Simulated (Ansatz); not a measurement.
Species: [Cd(NH2)2] (charge 0, multiplicity 1), formula H₄CdN₂.

Task: How many basis functions does frozen-core CCSD(T)/def2-TZVPP // PBE-D3(BJ)/def2-SVP (Ansatz, a first-principles code) use, how many core orbitals are frozen, and how many electrons are correlated?

Result: 174 basis functions and 2 frozen orbitals, which leaves 34 correlated electrons. Core time is of the order of minutes.
